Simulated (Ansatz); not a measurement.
Isomers of Li$_{7}$Sn$_{2}$ (doublet), relaxed with B3LYP-D4/def2-SVP; total energies from Ansatz at ωB97M-V/def2-TZVP.

| isomer | description | energy (Eh) |
| --- | --- | --- |
| A | point group not assigned; 11 × Li–Sn 2.63 to 2.89 Å; 3 × Li–Li 2.99 to 3.07 Å; 1 × Sn–Sn 3.32 Å | -481.22193 |
| B | point group C2v; 10 × Li–Sn 2.69 to 2.82 Å; 7 × Li–Li 2.75 to 3.06 Å; 1 × Sn–Sn 3.13 Å | -481.22307 |

In the def2 sets Sn takes a core potential; there is no spin–orbit coupling.

The isomers come from a short search, and lower ones may exist.

Problem. Work out the relative energies (1 Eh = 2625.5 kJ/mol) and the Boltzmann populations at 500 K from electronic energies alone (R = 8.314 J/mol/K).

Solution. ΔE: A 3.0, B 0.0 kJ/mol. RT = 4.16 kJ/mol. Factors exp(−ΔE/RT): A 0.486, B 1; sum 1.486. Populations: A 32.7 %, B 67.3 %. Zero-point energy, vibrational entropy and symmetry numbers are left out and can shift these; an error of 4 kJ/mol changes a ratio by a factor of 2.6. Over the other density-functional and correlated levels in def2 sets, the gap between B and A ranges from -4 to 8 kJ/mol.
